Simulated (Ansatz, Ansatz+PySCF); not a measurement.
```tsv
atom	x (Å)	y (Å)	z (Å)
Fe	0.0000	0.0000	0.0000
O	0.0000	0.0000	1.6806
```

Basis set: def2-SVP (spherical functions). Left uncorrelated: 6 orbitals. Correlation on ROHF uses semicanonical orbitals with singles. Charge 0, multiplicity 5.

Computed with Ansatz (development build ahead of 0.2.0); each method stands on the lowest determinant of its kind that the runs found. Restricted functionals stand beside restricted open-shell atoms, which can lie above the unrestricted atoms usual in DFT and then raise those values.

The atomization energy at this shape (free ground-state atoms in the same class of orbitals less the molecule, no zero-point energy) of quintet FeO:

| method | atomization energy |
| --- | --- |
| ωB97X (unrestricted) | 79.88 kcal/mol |
| ωB97X (restricted open-shell) | 78.29 kcal/mol |
| r²SCAN (unrestricted) | 107.87 kcal/mol |
| PBE (unrestricted) | 122.19 kcal/mol |
| PBE (restricted open-shell) | 122.72 kcal/mol |
| PBE0 (unrestricted) | 85.98 kcal/mol |
| ROHF-MP2 | 66.03 kcal/mol |
| UHF-MP2 | 44.33 kcal/mol |
| UHF | 18.10 kcal/mol |
| ROHF | -28.72 kcal/mol |

Question: What does PBE0 (restricted open-shell) give?

Answer: 83.59 kcal/mol. Caution: another spin multiplicity may lie lower. Caution for ωB97X (unrestricted), PBE0 (unrestricted): the unrestricted determinant is spin contaminated. Caution for ROHF-MP2, ROHF: an unrestricted determinant lies well below. Caution for UHF-MP2, UHF: the unrestricted determinant is a mixture of spin states. Caution for ROHF: the molecule lies well above its atoms at this level.
